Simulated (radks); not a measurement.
Values are calculated unless marked as measured or tabulated.
Excited configurations of Dy: one electron is placed in a higher orbital outside [Xe] 4f10 6s1. The ground configuration is [Xe] 4f10 6s2. Level of theory: Dirac Kohn-Sham, PBE, spin-unpolarised, spherical densities, finite nucleus; open shells are shared between the two j in proportion to 2j + 1; Fermi nuclear charge, rms radius 5.2218 fm (a radial shooting solver on a logarithmic mesh with Libxc functionals). Excitation = E - E(ground); binding = E(ion) - E, where the ion is the core of charge +1; n* = 1/sqrt(2 binding) in atomic units, and the quantum defect is n - n*. Eigenvalue and <r> are those of j = l + 1/2.

| outer orbital | excitation (eV) | binding (eV) | quantum defect | <r> (bohr) |
|---|---|---|---|---|
| 5f | 5.311 | 0.927 | 1.168 | 16.88 |
| 6d | 4.768 | 1.470 | 2.958 | 11.73 |
| 7s | 4.055 | 2.183 | 4.503 | 9.947 |
| 7p | 4.644 | 1.594 | 4.079 | 12.97 |
| 7f | 5.764 | 0.474 | 1.641 | 42.44 |

The Delta-SCF ionisation energy is 6.238 eV (NIST Atomic Spectra Database: 5.939 eV, measured). Self-interaction in the functional shifts the binding energies and quantum defects, so they are the method's values and not measured ones. Spin polarisation and multiplet splitting are left out, so open shells lie too high by an amount that depends on their filling. Sharing an open shell by 2j + 1 raises it above the true ground level by a part of the spin-orbit splitting, which enters the differences from NIST.

Beside tabulated values, note that spin-unpolarised runs miss the spin-polarisation part of the exchange energy of open shells.
